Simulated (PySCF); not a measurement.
C7H10GeO, SMILES COc1cccc[c]1[GeH3] (GFN2-xTB optimised geometry):

```
19

C     -2.576    -1.806    -0.004
O     -1.179    -1.653     0.000
C     -0.654    -0.393     0.000
C     -1.366     0.794     0.000
C     -0.667     1.993     0.000
C      0.715     2.008     0.000
C      1.416     0.812     0.000
C      0.742    -0.393     0.000
Ge     1.532    -2.168     0.000
H     -2.761    -2.879    -0.007
H     -3.023    -1.359    -0.897
H     -3.027    -1.363     0.890
H     -2.445     0.805     0.000
H     -1.218     2.923     0.000
H      1.246     2.949     0.000
H      2.498     0.811     0.000
H      1.137    -2.945     1.211
H      1.132    -2.949    -1.206
H      3.027    -2.049    -0.003
```

Computed with PySCF 2.14.0 with PBE0/def2-SVP.

Task: What are the frontier orbital energies and the dipole moment?

Result: HOMO-2 -8.63 eV, HOMO-1 -7.36 eV, HOMO -6.53 eV, LUMO -0.32 eV, LUMO+1 0.22 eV; dipole moment 2.24 D.

Meta-Löwdin charges at PBE0/def2-SVP: C1 -0.09, O2 -0.33, C3 0.21, C4 -0.17, C5 -0.09, C6 -0.13, C7 -0.09, C8 -0.21, Ge9 0.36, H10 0.12, H11 0.10, H12 0.10, H13 0.11, H14 0.11, H15 0.11, H16 0.11, H17 -0.07, H18 -0.07, H19 -0.08.
